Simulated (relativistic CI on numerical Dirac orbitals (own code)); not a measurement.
**V⁺ in a cubic cluster: 2p photoemission with charge transfer**

Computed with a charge-transfer multiplet model of a cubic metal-ligand cluster with up to one ligand hole, Slater and spin-orbit integrals from Dirac-Coulomb-Breit ions, Slater integrals scaled by 0.8. The ground state mixes d4 with configurations of k ligand holes L, whose averages lie at kΔ + k(k − 1)U_dd/2; a core hole lowers each added d electron by U_cd. 300 K, Lorentzian 0.6 eV and Gaussian 0.8 eV FWHM.

Atomic integrals in eV (Slater integrals scaled, ζ unscaled), ground: F2dd 6.042, F4dd 3.713, zeta_d 0.015; with the core hole: F2dd 7.850, F4dd 4.885, zeta_d 0.030, zeta_core 4.613, F2cd 4.315, G1cd 3.109, G3cd 1.763.

Cluster parameters (eV): U_dd = 5.8, U_cd = 7.4, 10Dq = 0.65, 10Dq(ligand) = 0.7, V(eg) = 2.45, V(t2g) = -1.34, final-state hopping factor = 0.8.

```csv
Case,n_d,d4,d5L,S
Δ = 6.8 eV,4.21,0.79,0.21,2.00
Δ = 8.8 eV,4.16,0.84,0.16,2.00
Δ = 9.8 eV,4.14,0.86,0.14,2.00
```

Weights, n_d and S are thermal averages at 300 K. Binding energies count from the first peak over 30 % of the highest in each spectrum, which can be another peak from case to case. The parameters are a model scan and need not match a compound or its usual spin state. Peaks in eV (height, largest 100):
- Δ = 6.8 eV: 0.0 (100), 3.4 (36), 4.0 (36), 8.6 (69), 16.9 (6)
- Δ = 8.8 eV: 0.0 (100), 3.8 (28), 8.4 (65)
- Δ = 9.8 eV: 0.0 (100), 4.0 (25), 8.4 (62)

For the case Δ = 8.8 eV, Δ = 8.8 eV is larger than U_dd = 5.8 eV, the Mott-Hubbard side of the Zaanen-Sawatzky-Allen scheme. With the core hole the configuration with one ligand hole lies at Δ − U_cd = -0.6, 1.4, 2.4 eV from the one without, in the order of the table; where this is negative the screened configuration lies lower, though the effective hopping of about 3.8 eV (from the holes of the mixed ground state) mixes the two strongly wherever it is as large as the gap.

With at most 1 ligand hole the space is cut while the next configuration still counts, so covalency is underestimated, and a final configuration with one more ligand hole, which can lie low, is missing from the spectra.
